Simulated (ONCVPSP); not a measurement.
Which change was made? (Bi, ONCV)

- Element: Bi
- Generator: ONCVPSP 4.0.1
- Type: optimised norm-conserving Vanderbilt (ONCV)
- Functional: LDA (Perdew-Zunger)
- Relativity: scalar-relativistic
- Frozen core: [Xe]
- Valence charge: 29
- Reference configuration: 4f14 5d10 6s2 6p3
- Partial waves: 6s: rc 1.70 bohr, ncon 5, nbas 8, qcut 3.6 1/bohr, 2 projectors, debl 0.6 Ha; 6p: rc 2.60 bohr, ncon 5, nbas 8, qcut 3.2 1/bohr, 3 projectors, debl 1.9 Ha; 5d: rc 1.10 bohr, ncon 4, nbas 8, qcut 10.3 1/bohr, 2 projectors, debl 2.6 Ha; 4f: rc 0.55 bohr, ncon 4, nbas 9, qcut 30 1/bohr, 2 projectors, debl 3.7 Ha
- Local potential: polynomial inside 0.40 bohr (lpopt 5, dvloc0 0 Ha)
- Core correction: Teter function, fcfact 2.5, rcfact 1.15

In the f channel the program set the typed energies aside and used -5.621, 0.250 Ha.

Cutoffs, loose and tight: the cutoffs (Ha) at which the residual kinetic energy of the hardest occupied pseudo-wave falls to 1 and 0.1 mHa per electron. They do not see the model core or the augmentation charge, which bear on the density cutoff. Test errors are all-electron minus pseudo excitation energies from the reference, over the configurations 4f14 5d10 6s2 6p2; 4f14 5d10 6s2 6p1; 4f14 5d10 6s2 6p0; 4f14 5d10 6s1 6p3; variants that change the core or the reference have their own tests.

The base gives: outcome: generated, projector energies reset by the program; cutoff, loose: 405 Ha; cutoff, tight: 440 Ha; bound ghosts: s, p, d; GHOST(+) flags above zero: s; largest test error (meV): -22.

Q: After one change the result is: outcome: generated, projector energies reset by the program; cutoff, loose: 405 Ha; cutoff, tight: 440 Ha; bound ghosts: s, p, d; GHOST(+) flags above zero: s, p; largest test error (meV): -13. Which change was it?
A. p: rc 3.82
B. p: rc 3.32
C. p: rc 1.76

A: C. The others give: p: rc 3.82 → outcome: generated, projector energies reset by the program; cutoff, loose: 405 Ha; cutoff, tight: 440 Ha; bound ghosts: s, p, d; GHOST(+) flags above zero: s; largest test error (meV): -162 | p: rc 3.32 → outcome: generated, projector energies reset by the program; cutoff, loose: 405 Ha; cutoff, tight: 440 Ha; bound ghosts: s, p, d; GHOST(+) flags above zero: s; largest test error (meV): -77.
